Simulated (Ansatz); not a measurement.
The pair A = NH3 (SMILES N) (first 4 atoms), B = CH4S (SMILES CS); geometry from B3LYP-D3(BJ)/def2-TZVP.
(charge 0, multiplicity 1):
```
atom    x (Å)    y (Å)   z (Å)
----  -------  -------  ------
N     -0.1745   0.0328  0.7472
H     -0.1468   0.9539  0.3249
H      0.6587  -0.4635  0.4528
H     -0.9752  -0.4567  0.3645
C      0.6242  -0.9666  4.6857
S     -0.5074   0.4030  4.2775
H      1.6277  -0.7748  4.3098
H      0.6645  -1.0299  5.7719
H      0.2556  -1.9131  4.2942
H     -0.4037   0.2937  2.9332
```

Frozen-core correlation. MP2 and its Hartree–Fock in aug-cc-pV(T+d)Z are density fitted.

Programs: Ansatz (Gaussian basis) for Hartree–Fock, density functionals and correlated methods. Values without a source in brackets are computed.

The counterpoise-corrected interaction energy is E(AB) − E(A in the pair's basis) − E(B in the pair's basis). Total energies (hartree):

| level | AB | A in the pair's basis | B in the pair's basis |
|---|---|---|---|
| HF/aug-cc-pV(D+d)Z | -493.9412332 | -56.2058152 | -437.7344641 |
| MP2/aug-cc-pV(D+d)Z | -494.4488633 | -56.4058938 | -438.0387308 |
| HF/aug-cc-pV(T+d)Z | -493.9804292 | -56.2202838 | -437.7593614 |
| MP2/aug-cc-pV(T+d)Z | -494.5958889 | -56.4607358 | -438.1304009 |
| CCSD(T)/aug-cc-pV(D+d)Z | -494.5161166 | -56.4264020 | -438.0860171 |

Work out the counterpoise-corrected interaction energy at the basis-set limit: extrapolate the MP2 correlation part as X⁻³, take Hartree–Fock from the larger set, and add the CCSD(T) − MP2 difference of aug-cc-pV(D+d)Z.


1. Differences (1 hartree = 627.509 kcal/mol): HF/aug-cc-pV(D+d)Z -0.599; MP2/aug-cc-pV(D+d)Z -2.660; HF/aug-cc-pV(T+d)Z -0.492; MP2/aug-cc-pV(T+d)Z -2.982; CCSD(T)/aug-cc-pV(D+d)Z -2.320.
2. Correlation parts, MP2 less HF: -2.061 in aug-cc-pV(D+d)Z (X = 2), -2.490 in aug-cc-pV(T+d)Z (X = 3).
3. Limit (3³·(-2.490) − 2³·(-2.061))/(3³ − 2³) = -2.671; with HF/aug-cc-pV(T+d)Z it gives -3.163.
4. CCSD(T) less MP2 in aug-cc-pV(D+d)Z: 0.340.
Result: -2.82 kcal/mol, against -2.66 at MP2/aug-cc-pV(D+d)Z. It is an estimate of this method's limit, not of the exact value.

Ansatz is an electronic-structure program.
